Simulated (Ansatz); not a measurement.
```yaml
atoms:
  - { symbol: Li, position_ang: [2.7040, 0.0000, 0.0000] }
  - { symbol: Li, position_ang: [1.3520, 2.3417, 0.0000] }
  - { symbol: Li, position_ang: [-1.3520, 2.3417, 0.0000] }
  - { symbol: Li, position_ang: [-2.7040, 0.0000, 0.0000] }
  - { symbol: Li, position_ang: [-1.3520, -2.3417, 0.0000] }
  - { symbol: Li, position_ang: [1.3520, -2.3417, 0.0000] }
```

Basis set: def2-SVP (spherical functions). All electrons are correlated. Charge 0, multiplicity 1.

Computed with Ansatz (development build ahead of 0.2.0); each method stands on the lowest determinant of its kind that the runs found. Restricted open shells among the atoms or ions are ROHF, correlated in semicanonical orbitals with singles.

The atomization energy at this shape (free ground-state atoms in the same class of orbitals less the molecule, no zero-point energy) of singlet Li₆:

```csv
method,atomization energy
RHF,-2.40 kcal/mol
```

Question: What does RHF-MP2 give?

Answer: 45.31 kcal/mol. Caution: the shape is not the minimum.
